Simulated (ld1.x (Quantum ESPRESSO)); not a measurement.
# Before and after: RRKJ potential for F

* Element: F (Z = 9)
* Generator: ld1.x (Quantum ESPRESSO) 7.5
* Type: norm-conserving RRKJ (Kleinman–Bylander form)
* Functional: Wu–Cohen
* Relativity: scalar-relativistic
* Frozen core: [He]
* Valence charge: 7
* Reference configuration: 2s2 2p5
* Partial waves: 2s (bound): rc 0.80 bohr; 3d channel at 0.1 Ry: rc 1.10 bohr; 2p (bound): rc 1.45 bohr
* Local potential: the p channel
* Core correction: Bessel-smoothed model core inside 0.65 bohr
* rho0: 0.02

All-electron outer shells of the reference configuration (Wu–Cohen, scalar-relativistic, ld1.x):

| shell | level (eV) | outermost node (bohr) | outermost maximum (bohr) |
| --- | --- | --- | --- |
| 1s | -662.40 | – | 0.11 |
| 2s | -29.74 | 0.24 | 0.76 |
| 2p | -11.09 | – | 0.71 |

Change: all radii but the core radius scaled by about 0.87 (s 0.70, p 1.26, d 0.96 bohr).

Cutoffs: the cutoffs (Ry, on a coarse ladder) from which the occupation-weighted sum of valence levels, in a spherical-Bessel basis at the reference potential, stays within 10 and 1 mRy of its value at 400 Ry; they do not see the model core or the augmentation charge, which bear on the density cutoff. Errors are all-electron minus pseudo energies relative to the spin-unpolarised reference configuration.

Predict the effect on cutoff, ghosts and configuration errors.

The potential gets harder (140 Ry and 180 Ry → 160 Ry and 230 Ry); of the 7 tests that both files solve, the error grows in 0 and shrinks in 6 by more than 15 % and 0.3 meV (median size 14.3 → 12.5 meV); neither file shows a bound ghost. A smaller radius makes the pseudo-wave follow the all-electron one further in, where it bends more sharply, so more plane waves are needed. Less of the atom is replaced, so other configurations are described better.

| quantity | base | changed |
| --- | --- | --- |
| cutoff, loose | 140 Ry | 160 Ry |
| cutoff, tight | 180 Ry | 230 Ry |
| loose cutoff by channel (10 mRy a level) | s 140 Ry, p 60 Ry | s 140 Ry, p 80 Ry |
| bound ghosts | none | none |
| error for 2s2 2p4, meV [ΔE 19.37 eV] | -13 | -10 |
| error for 2s2 2p3, meV [ΔE 57.75 eV] | +64 | +13 |
| error for 2s2 2p2, meV [ΔE 118.39 eV] | +598 | +266 |
| error for 2s2 2p5.3, meV [ΔE -2.66 eV] | -1.6 | -0.7 |
| error for 2s1 2p5, meV [ΔE 38.34 eV] | -98 | -44 |
| error for 2s1 2p6, meV [ΔE 18.68 eV] | +14 | +14 |
| error for 2s2 2p4.5, meV [ΔE 7.53 eV] | -5.3 | -3.5 |
